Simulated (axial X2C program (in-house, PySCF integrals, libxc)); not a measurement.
# Worked dissociation energy of AgB: MP2, spin-free

Computed with an axial X2C code built on PySCF integrals. Spin-free means the one-electron spin-free X2C Hamiltonian. Basis: Ag dyall-cv3z [12s12p8d5f3g], B dyall-v3z [7s6p2d1f] (cores contracted in-house); Gaussian nuclei, density fitting, unrestricted open shells. Masses: Ag 106.905 u, B 11.009 u.

Molecular state: M_S = 0, Λ = 0 (closed shell).

Correlated methods: 14 electrons correlated (number of frozen shells: Ag 4 s, 3 p, 1 d; B 1 s), 256 virtual spin orbitals or spinors in MP2.

```
E(Ag) (2M_S = 1, M_L = 0) : -5313.291032 hartree
E(B) (2M_S = 1, M_L = 0)  : -24.585375 hartree
E(AgB) at Re              : -5337.943372 hartree
ωe                        : 474.4 cm⁻¹
ωexe                      : 2.72 cm⁻¹
```

Task: Work out De and D0.

Result: De = -5313.291032 + (-24.585375) − (-5337.943372) = 0.06696 hartree = 1.822 eV. The zero-point energy is ωe/2 − ωexe/4 = 237 cm⁻¹ = 0.029 eV, so D0 = 1.793 eV.

The state is a single determinant with fixed occupations, the lowest that a limited PBE0 search found. The closed shell is kept restricted, so the energy runs too high when the bond is stretched far. Dissociation energies refer to the lowest single-determinant-based atoms at the same level and basis.

Each atomic determinant is the lowest at this level and need not be a pure term. Totals compare only within one Hamiltonian and basis.
